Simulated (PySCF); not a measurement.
PySCF input file for Si(H)(Cl)3 anion (Cl3HSi), SMILES Cl[SiH](Cl)Cl (connectivity only; charge and spin as stated), charge -1, multiplicity 2, SMD-M06-2X/def2-SVPD. Geometry: r2SCAN-D4/def2-SVPD. The spin state was assumed, not searched. The isomer is the one that the SMILES or the coordinates give; other isomers of the formula were not compared.

```python
import numpy as np
from pyscf import gto, scf, dft
from pyscf.solvent import smd

mol = gto.M(
    atom='''
    Si    0.13099428    0.35433289    0.00000000
    Cl   -0.02226813   -1.79832851    0.00000000
    Cl   -0.09019488    0.73633265   -2.26591385
    Cl   -0.09019488    0.73633265    2.26591385
    H     1.61126408    0.57561424    0.00000000
    ''',
    basis='def2-SVPD',
    charge=-1,
    spin=1,
    max_memory=1600,
    verbose=3,
)
mf = dft.UKS(mol, xc='m06-2x').density_fit(auxbasis='def2-universal-jkfit')
mf.grids.level = 4
mf.conv_tol = 1e-9
mf.max_cycle = 100
mf.kernel()
fine, coarse = mf.grids, dft.Grids(mol).set(level=1).build(with_non0tab=True)
for _ in range(3):  # follow internal instabilities
    mf.grids = coarse
    mo, _, stable, _ = mf.stability(return_status=True, nroots=4)
    mf.grids = fine
    if stable:
        break
    mf.kernel(mf.make_rdm1(mo, mf.mo_occ))
res = {}
for name in ['water', '2-propanol', 'ethanol']:
    s = mf.SMD()
    s.with_solvent.solvent, s.with_solvent.sasa_ng = name, 302
    s.kernel(mf.make_rdm1())
    res[name] = (s.e_tot, s.with_solvent.get_cds(), s.dip_moment(), s.mo_energy, s.converged)
    print(f'SMD {name}: dG(solv) = {(s.e_tot - mf.e_tot) * 627.509474:.3f} kcal/mol, of which CDS {res[name][1] * 627.509474:.3f}')
```

Program output:

```

WARN: HOMO -0.161788668496344 >= LUMO -0.161788668496345

converged SCF energy = -1670.3171962118  <S^2> = 0.75317647  2S+1 = 2.003174
<class 'pyscf.df.df_jk.DFUKS'> wavefunction is stable in the internal stability analysis
converged SCF energy = -1670.38675469924  <S^2> = 0.75309012  2S+1 = 2.0030877

WARN: System has nonzero charge -1; the dipole moment is origin-dependent.
Location of origin: [0. 0. 0.]

Dipole moment(X, Y, Z, Debye):  0.43187, -0.45352, -0.00000
SMD water: dG(solv) = -43.649 kcal/mol, of which CDS 1.689
converged SCF energy = -1670.39115318839  <S^2> = 0.75309404  2S+1 = 2.0030916

WARN: System has nonzero charge -1; the dipole moment is origin-dependent.
Location of origin: [0. 0. 0.]

Dipole moment(X, Y, Z, Debye):  0.41968, -0.46249, -0.00000
SMD 2-propanol: dG(solv) = -46.409 kcal/mol, of which CDS -2.892
converged SCF energy = -1670.39180656798  <S^2> = 0.75309288  2S+1 = 2.0030905

WARN: System has nonzero charge -1; the dipole moment is origin-dependent.
Location of origin: [0. 0. 0.]

Dipole moment(X, Y, Z, Debye):  0.42318, -0.45995, -0.00000
SMD ethanol: dG(solv) = -46.819 kcal/mol, of which CDS -2.760
```

The run converged.
